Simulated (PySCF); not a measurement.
**How a change of structure moves an absorption spectrum**

Method: PySCF, TDDFT CAM-B3LYP/def2-SVPD, vertical, gas phase, core orbitals frozen in the response, def2 core potentials past Kr. Geometries: PBE0-D3(BJ)/def2-SVP; one conformer of each isolated species. Triplets are in the Tamm–Dancoff approximation. Atoms past krypton carry core potentials; spin–orbit coupling is left out.

Parent: `[CH2]=[Nb]([Cl])([Cl])[Cl]` (Nb(CH2)Cl3), with lowest singlet excitation energy 2.20 eV, S1–T1 gap 0.32 eV, lowest triplet energy 1.88 eV, mean static polarisability 97.2 au. Its spectrum: 563 nm (f 0.002); 407 nm (f 0.008); 403 nm (f 0.000); 264 nm (f 0.000); 261 nm (f 0.012).

(1) Give the shifts from the parent for: ligand (all three): Cl to SMe (`[CH2]=[Nb]([S]C)([S]C)[S]C`); ligand (all three): Cl to NH2 (`[CH2]=[Nb]([NH2])([NH2])[NH2]`); ligand (all three): Cl to Br (`[CH2]=[Nb]([Br])([Br])[Br]`); ligand (all three): Cl to Me (`[CH2]=[Nb]([CH3])([CH3])[CH3]`).

## Answers

(1) 

| change | SMILES | Δ S1 (eV) | Δ S1−T1 (eV) | Δ T1 (eV) | Δ α (au) |
| --- | --- | --- | --- | --- | --- |
| ligand (all three): Cl to SMe | [CH2]=[Nb]([S]C)([S]C)[S]C | +1.02 | +0.26 | +0.76 | +68.6 |
| ligand (all three): Cl to NH2 | [CH2]=[Nb]([NH2])([NH2])[NH2] | +1.54 | +0.56 | +0.98 | -10.8 |
| ligand (all three): Cl to Br | [CH2]=[Nb]([Br])([Br])[Br] | -0.11 | -0.01 | -0.09 | +25.2 |
| ligand (all three): Cl to Me | [CH2]=[Nb]([CH3])([CH3])[CH3] | +0.52 | +0.01 | +0.51 | +3.1 |

S1 falls most with ligand (all three): Cl to Br (-0.11 eV), and it rises most with ligand (all three): Cl to NH2 (+1.54 eV). S1 is simply the lowest singlet of each species and needn't be the same kind of state throughout. Over these 4 changes the shifts of S1 and of the HOMO–LUMO gap correlate with r = 0.96.
